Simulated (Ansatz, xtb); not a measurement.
# Isomers of CH12GeSi3 in order of energy

5 gas-phase structures of CH12GeSi3, from a drawn sample of its isomers (lower ones may exist). Each was relaxed with GFN2-xTB; where two conformers were screened, the lower at r2SCAN-D4/def2-SVP is listed:

A. `C[SiH2][SiH2][GeH2][SiH3]`, a singlet
B. `C[SiH2][GeH2][SiH2][SiH3]`, a singlet
C. `[SiH3]C[SiH2][GeH2][SiH3]`, a singlet
D. `[SiH3]C[Si@@H]([SiH3])[GeH3]`, a singlet
E. `C[SiH2][SiH2][SiH2][GeH3]`, a singlet

**Question.** Which do you expect lowest at r2SCAN-D4/def2-SVP, and how would the others follow?

**Answer.** Calculated order at r2SCAN-D4/def2-SVP: B (0.000), A (0.034), C (0.104), E (0.160), D (0.266) eV. Less than 1 kcal/mol parts B and A, so the order within that pair means little.

Energies above the lowest of each column, in eV; the last columns are at PBE-D3(BJ)/def2-SVP geometries:

| structure | GFN2-xTB | HF/STO-3G | r2SCAN-D4/def2-SVP | PBE-D3(BJ)/def2-SVP | CCSD(T)/def2-SVP + ΔMP2/def2-TZVPP |
| --- | --- | --- | --- | --- | --- |
| B | 0.328 | 0.000 | 0.000 | 0.000 | 0.000 |
| A | 0.296 | 0.046 | 0.034 | 0.003 | 0.009 |
| C | 0.000 | 0.264 | 0.104 | 0.186 | 0.046 |
| E | 0.833 | 0.163 | 0.160 | 0.092 | 0.156 |
| D | 0.608 | 0.390 | 0.266 | 0.304 | 0.210 |

CCSD(T)/def2-SVP + ΔMP2/def2-TZVPP puts B lowest, with A within 1 kcal/mol; GFN2-xTB picks C. Flexible structures stand in one conformer each, not always the lowest. ΔMP2 is the change of the MP2 energy from the smaller to the larger basis.

Over these structures GFN2-xTB departs from r2SCAN-D4/def2-SVP by 0.177 eV on average once a common shift is removed. A GFN2-xTB relaxation took about 0.15 s and the r2SCAN-D4/def2-SVP energy about 2.3 s on a shared host (Ansatz 0.2.0, xtb 6.7.1).
